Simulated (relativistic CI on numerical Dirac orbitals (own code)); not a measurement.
## Ag³⁸⁺: computed level list

Computed by Dirac-Coulomb-Breit CI, orbitals from a KLI potential per configuration, a model potential for QED, unscaled Slater integrals (own radial code, finite nucleus).

Configuration list (outside the closed core 1s2): 2s2 2p5, 2s 2p6, 2p6 3s, 2p6 3p, 2p6 3d, 2s2 2p4 3s, 2s2 2p4 3p, 2s2 2p4 3d, 2s 2p5 3s, 2s 2p5 3p, 2s 2p5 3d, 2s2 2p4 4s, 2s2 2p4 4p, 2s2 2p4 4d, 2s2 2p4 4f, 2s 2p5 4s, 2s 2p5 4p, 2s 2p5 4d, 2s 2p5 4f, 2s2 2p3 3s2, 2s2 2p4 5s, 2s2 2p3 3s 3p, 2s2 2p4 5p, 2s2 2p4 5d, 2s2 2p4 5f, 2s2 2p4 5g, 2s2 2p3 3p2, 2s2 2p3 3s 3d, 2s2 2p3 3p 3d, 2s 2p4 3s2, 2s2 2p3 3d2, 2s 2p4 3s 3p, 2s 2p4 3p2, 2s 2p5 5s, 2s 2p4 3s 3d, 2s 2p5 5p. Levels of other configurations are missing.

The lowest level is 2s2 2p5 2P°_3/2, with 100 % of that term; Hund's rules for 2s2 2p5 give 2P° with J = 3/2, in agreement.

```
No.  Configuration  Term    J   E (Ry)    %  Lifetime (s)       jj configuration (%)
  1        2s2 2p5   2P°  3/2    0.000  100                            2p3/2^3 (100)
  2        2s2 2p5   2P°  1/2   13.301  100      1.81e-08        2p1/2 2p3/2^4 (100)
  3         2s 2p6    2S  1/2   32.065  100      1.17e-12                   2s (100)
  4     2s2 2p4 3s    4P  5/2  233.350   73      2.37e-13            2p3/2^2 3s (99)
  5     2s2 2p4 3s    2P  3/2  233.826   58      3.40e-14           2p3/2^2 3s (100)
  6     2s2 2p4 3s    2S  1/2  235.801   59      7.10e-14            2p3/2^2 3s (99)
  7     2s2 2p4 3p   4P°  3/2  238.554   36      2.07e-11         2p3/2^2 3p1/2 (99)
  8     2s2 2p4 3p   2D°  5/2  238.741   35      1.10e-11         2p3/2^2 3p1/2 (99)
  9     2s2 2p4 3p   2P°  1/2  240.778   73      7.84e-12         2p3/2^2 3p1/2 (90)
 10     2s2 2p4 3p   2D°  5/2  242.139   49      1.23e-11         2p3/2^2 3p3/2 (99)
 11     2s2 2p4 3p   4D°  7/2  242.198   72      1.33e-11        2p3/2^2 3p3/2 (100)
 12     2s2 2p4 3p   2P°  1/2  242.332   44      8.61e-12         2p3/2^2 3p3/2 (90)
 13     2s2 2p4 3p   2P°  3/2  244.047   40      3.40e-12         2p3/2^2 3p3/2 (98)
 14     2s2 2p4 3p   2P°  3/2  244.940   60      1.38e-11         2p3/2^2 3p3/2 (97)
 15     2s2 2p4 3s    4P  3/2  246.445   85      1.07e-13      2p1/2 2p3/2^3 3s (99)
 16     2s2 2p4 3s    2P  1/2  246.851   66      3.12e-14      2p1/2 2p3/2^3 3s (99)
 17     2s2 2p4 3s    2D  5/2  247.622   72      4.61e-14      2p1/2 2p3/2^3 3s (97)
 18     2s2 2p4 3s    2D  3/2  247.842   68      4.10e-14      2p1/2 2p3/2^3 3s (96)
 19     2s2 2p4 3d    4D  3/2  248.351   35      3.52e-13         2p3/2^2 3d3/2 (96)
 20     2s2 2p4 3d    4D  5/2  248.393   45      7.69e-13         2p3/2^2 3d3/2 (90)
 21     2s2 2p4 3d    2P  1/2  248.554   40      6.42e-14         2p3/2^2 3d3/2 (89)
 22     2s2 2p4 3d    4F  7/2  248.608   35      1.89e-11         2p3/2^2 3d3/2 (92)
 23     2s2 2p4 3d    2F  7/2  249.193   54      3.68e-11         2p3/2^2 3d5/2 (92)
 24     2s2 2p4 3d    4F  9/2  249.267   72      4.26e-11        2p3/2^2 3d5/2 (100)
 25     2s2 2p4 3d    2P  1/2  249.904   45      8.83e-15         2p3/2^2 3d5/2 (88)
 26     2s2 2p4 3d    2D  3/2  250.332   53      1.35e-14         2p3/2^2 3d5/2 (55)
 27     2s2 2p4 3d    2D  5/2  250.869   44      6.10e-15         2p3/2^2 3d5/2 (92)
 28     2s2 2p4 3d    2D  3/2  251.339   42      6.43e-15         2p3/2^2 3d3/2 (56)
 29     2s2 2p4 3p   4P°  1/2  251.525   56      9.52e-11   2p1/2 2p3/2^3 3p1/2 (99)
 30     2s2 2p4 3p   4D°  3/2  251.931   51      1.95e-11   2p1/2 2p3/2^3 3p1/2 (99)
 31     2s2 2p4 3d    2D  5/2  252.112   63      6.44e-15         2p3/2^2 3d5/2 (95)
 32     2s2 2p4 3p   2F°  5/2  252.832   56      1.60e-11   2p1/2 2p3/2^3 3p1/2 (99)
 33     2s2 2p4 3p   2P°  3/2  254.365   60      2.82e-12   2p1/2 2p3/2^3 3p1/2 (94)
 34     2s2 2p4 3p   4D°  5/2  255.135   56      1.43e-11   2p1/2 2p3/2^3 3p3/2 (99)
 35     2s2 2p4 3p   2P°  1/2  255.458   36      1.06e-11   2p1/2 2p3/2^3 3p3/2 (98)
 36     2s2 2p4 3p   2D°  3/2  255.563   49      6.40e-12   2p1/2 2p3/2^3 3p3/2 (97)
 37     2s2 2p4 3p   2F°  7/2  256.359   72      8.95e-12  2p1/2 2p3/2^3 3p3/2 (100)
 38     2s2 2p4 3p   2D°  3/2  256.398   44      4.70e-12   2p1/2 2p3/2^3 3p3/2 (97)
 39     2s2 2p4 3p   2D°  5/2  256.798   72      6.91e-12   2p1/2 2p3/2^3 3p3/2 (99)
 40     2s2 2p4 3p   2P°  1/2  258.698   83      8.43e-13   2p1/2 2p3/2^3 3p3/2 (97)
 41     2s2 2p4 3d    4D  1/2  261.114   79      3.69e-13   2p1/2 2p3/2^3 3d3/2 (97)
 42     2s2 2p4 3s    2S  1/2  261.569   38      2.86e-14            2p3/2^4 3s (95)
 43     2s2 2p4 3d    4D  3/2  261.609   37      2.21e-13   2p1/2 2p3/2^3 3d3/2 (90)
 44     2s2 2p4 3d    4F  5/2  262.033   55      1.39e-14   2p1/2 2p3/2^3 3d3/2 (98)
 45     2s2 2p4 3d    4F  7/2  262.200   46      4.18e-11   2p1/2 2p3/2^3 3d5/2 (99)
 46     2s2 2p4 3d    2G  7/2  262.623   64      1.86e-11  2p1/2 2p3/2^3 3d3/2 (100)
 47     2s2 2p4 3d    2F  5/2  262.750   48      3.36e-13   2p1/2 2p3/2^3 3d5/2 (98)
 48      2s 2p5 3s   4P°  5/2  262.806   98      2.36e-12         2s 2p3/2^3 3s (98)
 49     2s2 2p4 3d    2P  3/2  262.871   51      4.59e-14   2p1/2 2p3/2^3 3d5/2 (95)
 50     2s2 2p4 3d    2S  1/2  263.267   51      4.21e-15   2p1/2 2p3/2^3 3d3/2 (87)
 51     2s2 2p4 3d    2G  9/2  263.393   72      4.37e-11  2p1/2 2p3/2^3 3d5/2 (100)
 52     2s2 2p4 3d    2D  5/2  263.558   47      4.79e-15   2p1/2 2p3/2^3 3d3/2 (88)
 53     2s2 2p4 3d    2P  3/2  263.566   53      3.87e-15   2p1/2 2p3/2^3 3d3/2 (83)
 54     2s2 2p4 3d    2D  5/2  263.725   54      1.02e-13   2p1/2 2p3/2^3 3d5/2 (89)
 55      2s 2p5 3s   2P°  3/2  263.775   70      5.67e-14         2s 2p3/2^3 3s (98)
 56     2s2 2p4 3d    2F  7/2  264.033   78      3.64e-11   2p1/2 2p3/2^3 3d5/2 (99)
 57     2s2 2p4 3d    2D  3/2  265.075   81      2.69e-15   2p1/2 2p3/2^3 3d5/2 (79)
 58     2s2 2p4 3d    2P  1/2  265.456   80      2.36e-15   2p1/2 2p3/2^3 3d5/2 (85)
 59      2s 2p5 3s   2P°  1/2  266.371   79      4.31e-14         2s 2p3/2^3 3s (94)
 60      2s 2p5 3s   2P°  3/2  266.414   66      1.20e-12         2s 2p3/2^3 3s (95)
 61     2s2 2p4 3p   2P°  1/2  267.580   60      6.51e-12         2p3/2^4 3p1/2 (96)
 62      2s 2p5 3p    4P  3/2  267.988   42      1.81e-13      2s 2p3/2^3 3p1/2 (98)
 63      2s 2p5 3p    4D  5/2  268.243   42      4.84e-14      2s 2p3/2^3 3p1/2 (98)
 64     2s2 2p4 3p   2P°  3/2  270.374   43      4.13e-12         2p3/2^4 3p3/2 (98)
 65      2s 2p5 3p    2D  3/2  271.187   43      2.63e-13      2s 2p3/2^3 3p1/2 (78)
 66      2s 2p5 3p    2S  1/2  271.242   30      3.21e-14      2s 2p3/2^3 3p1/2 (95)
 67      2s 2p5 3p    4D  7/2  271.444   99      2.44e-12      2s 2p3/2^3 3p3/2 (99)
 68      2s 2p5 3p    2P  3/2  271.906   73      1.47e-14      2s 2p3/2^3 3p3/2 (81)
 69      2s 2p5 3p    4P  5/2  272.028   55      3.30e-14      2s 2p3/2^3 3p3/2 (99)
 70      2s 2p5 3p    2P  1/2  272.822   47      1.47e-14      2s 2p3/2^3 3p3/2 (99)
```

Energies count from the lowest computed level; ° marks odd parity; lifetimes are radiative, by E1, M1, E2, M2 decay to levels of this space only. Filled j subshells are mostly left out of the jj labels.

The mean weight of the leading LS term, summed over parents, in these 70 levels is 59 %, and that of the leading jj configuration (from the same eigenvectors) 94 %, so jj coupling describes them better and the LS labels are nominal.

At this charge energies of transitions that change n are usually good to better than 1 %, and those within a shell (Δn = 0) to a few per cent.

LS names give the leading component of a level, which can be under half, so a name can repeat, a term be missing and a line seem to break the LS rules.
